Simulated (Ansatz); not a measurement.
**Energy profile**

The step: Si₄H₉Cl ([SiH3][Si]([SiH3])([SiH3])[Cl]) + HF + HF → Si₃H₆ClF ([F][SiH2][SiH]([SiH3])[Cl]) + SiH₄ + HF; bonds formed: Si1–H13, Si2–H8, Si3–F7, H6–F9; bonds broken: Si1–Si2, Si3–H13, H6–F7, H8–F9 (atoms numbered as in the saddle structure below).

| atom | x (Å) | y (Å) | z (Å) |
| --- | --- | --- | --- |
| Si1 | -0.2158 | 0.3464 | -0.5139 |
| Si2 | -1.2353 | -0.0690 | 1.8600 |
| Si3 | 2.0464 | -0.0820 | -1.0435 |
| Si4 | -1.6716 | -1.3669 | -1.2070 |
| Cl5 | -1.0441 | 2.1399 | -1.0608 |
| H6 | 1.8035 | 1.8377 | 0.7935 |
| F7 | 2.3710 | 1.8150 | -0.1608 |
| H8 | 0.0929 | 0.7312 | 1.1711 |
| F9 | 1.0815 | 1.7131 | 1.6911 |
| H10 | -2.5466 | 0.4886 | 1.4694 |
| H11 | -1.1797 | -1.5451 | 1.7504 |
| H12 | -0.7877 | 0.4007 | 3.1873 |
| H13 | 1.6779 | -1.4234 | -1.6588 |
| H14 | 2.5657 | 0.6524 | -2.2157 |
| H15 | 2.8932 | -0.5159 | 0.0876 |
| H16 | -1.6910 | -1.2496 | -2.6880 |
| H17 | -3.0436 | -1.1934 | -0.6652 |
| H18 | -1.1168 | -2.6797 | -0.7968 |

Electronic energies by CCSD(T) at an estimated basis limit (MP2 extrapolated from triple and quadruple zeta, plus CCSD(T) − MP2 in triple zeta), on PBE0-D4/def2-TZVP structures; Si4H11ClF2, closed shell; no counterpoise correction. Ansatz 0.2.0; basis: def2-TZVPP and def2-QZVPP; cores frozen in the correlated methods. Extrapolation: Hartree–Fock as exp(−7.88 √X), correlation as X^−2.97.

Question: Give the profile in kJ/mol, counted from the separated reactants. (An estimate is asked for; the value comes from the calculation.)

Answer: Computed:
| point | kJ/mol |
| --- | --- |
| separated: Si4H9Cl (linked as [SiH3][Si]([SiH3])([SiH3])[Cl]; Si1, Si2, Si3, Si4, Cl5, H10, H11, H12, H13, H14, H15, H16, H17, H18; singlet) + HF (H6, F7; singlet) + HF (H8, F9; singlet) | 0.0 |
| start structure | -31.7 |
| saddle | 160.9 |
| end structure | -132.5 |
| separated: Si3H6ClF (linked as [F][SiH2][SiH]([SiH3])[Cl]; Si1, Si3, Si4, Cl5, F7, H13, H14, H15, H16, H17, H18; singlet) + SiH4 (Si2, H8, H10, H11, H12; singlet) + HF (H6, F9; singlet) | -103.0 |

The T1 diagnostic stays at or below 0.015.

For scale, one of the runs: CCSD(T)/def2-TZVPP, 426 basis functions, launched by `ansatz run in.yaml --threads 4 --pin off --events-out ev --progress --plain --max-ram 66560MiB --backend cuda --devices 0, --max-vram 37GiB`. Time: 45 s of wall clock on 4 CPU threads of an AMD EPYC 7R13 and a share of one NVIDIA H100; the host was shared. Peak host memory: 1.7 GiB.
